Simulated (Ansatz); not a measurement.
Saddle point of GeH5BrO2, singlet (GeH₃Br ([GeH3][Br]) + H₂O₂ ([OH][OH]) → GeH₄O₂ ([OH][O][GeH3]) + HBr; bonds formed: Ge1–O7, Br2–H6; bonds broken: Ge1–Br2, H6–O7), PBE0-D4/def2-TZVP structure:

| atom | x (Å) | y (Å) | z (Å) |
| --- | --- | --- | --- |
| Ge1 | -0.8515 | -0.7287 | -0.1524 |
| Br2 | 1.4806 | -1.7976 | 1.0051 |
| H3 | -0.7394 | -1.9314 | -1.0828 |
| H4 | -1.4263 | -0.8928 | 1.2487 |
| H5 | -1.6364 | 0.3861 | -0.8879 |
| H6 | 1.3524 | 0.1116 | 0.4517 |
| O7 | 0.7167 | 0.5672 | -0.2134 |
| O8 | 0.4107 | 1.8916 | 0.2038 |
| H9 | 0.6932 | 2.3939 | -0.5730 |

Energies are electronic, without zero-point energy. Barriers and step energies count from the start structure reached by relaxing down the imaginary mode; all methods use the PBE0-D4 structures, on which another method's saddle can fall below an end. Ansatz 0.2.0; basis: def2-TZVPP, with def2-QZVPP for the basis limit; cores frozen in the correlated methods. Filled d shells of the heavier atoms are correlated. The def2 sets are not built for correlating such inner shells, so the correlated values are less sure here. B3LYP uses VWN-RPA correlation. Extrapolation: Hartree–Fock as exp(−7.88 √X), correlation as X^−2.97.

| method | barrier (kJ/mol) | step energy (kJ/mol) |
| --- | --- | --- |
| SPW92 | 66.7 | 47.1 |
| PBE-D4 | 88.7 | 53.8 |
| BLYP-D4 | 93.1 | 46.5 |
| r2SCAN-D4 | 95.3 | 53.5 |
| B97M-V | 106.1 | 52.4 |
| PBE0-D4 | 103.5 | 62.5 |
| B3LYP-D4 | ? | 54.1 |
| r2SCAN0-D4 | 106.3 | 61.8 |
| BHLYP-D4 | 118.1 | 62.7 |
| CAM-B3LYP-D4 | ? | 51.5 |
| wB97X-V | 113.4 | 57.9 |
| wB97M-V | 108.9 | 60.9 |
| B2PLYP | 109.8 | 51.7 |
| PBE-QIDH | ? | 61.4 |
| RPA on PBE | 120.8 | 51.3 |
| HF | 144.0 | 69.0 |
| MP2 | 113.7 | 53.6 |
| CCSD | 124.0 | 57.4 |
| CCSD(T) | 116.8 | 54.3 |

Fill in the withheld barriers. (Judge from chemistry; the value comes from the calculation.)

Computed: B3LYP-D4 104.9; PBE-QIDH 111.6; CAM-B3LYP-D4 109.0 kJ/mol. Each is the energy of the saddle less that of the start structure, by the same method.

For comparison, the barrier by CCSD(T) at an estimated basis limit (MP2 extrapolated from triple and quadruple zeta, plus CCSD(T) − MP2 in triple zeta) is 115.6 kJ/mol.

No T1 diagnostic of these runs exceeds 0.012.

Labels in which every atom is bracketed show which atoms are joined, not bond orders.

For scale, one of the runs: CCSD(T)/def2-TZVPP, 228 basis functions (an equivalent command: `ansatz run in.yaml --threads 8`). Time: 2.3 min of wall clock on 8 CPU threads; the host was shared. Peak host memory: 4.2 GiB.
